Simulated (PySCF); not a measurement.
A structure optimised at ωB97X-D3(BJ)/def2-SVP, used in a PySCF frequency run:

```xyz
12

C      2.7288    -0.4582    -0.6545
C      1.7017    -0.3635    -0.0218
C      0.4028    -0.2092     0.6394
N     -0.1901    -1.5030     1.0155
Si    -0.7011     0.7663    -0.5482
F     -2.1745     0.8247     0.1611
H      3.6562    -0.5494    -1.1925
H      0.5536     0.3853     1.5584
H     -0.2800    -2.0973     0.1915
H     -1.1329    -1.3508     1.3732
H     -0.8423     0.0077    -1.8184
H     -0.2371     2.1594    -0.7744
```
Charge 0, spin multiplicity 1.

**Question.** Write its SMILES and formula.

**Answer.** C#C[C@H](N)[SiH2]F, C3H6FNSi

**Question.** What are its rotational constants (standard atomic weights)?

**Answer.** 5.2940, 1.7928, 1.4222 GHz
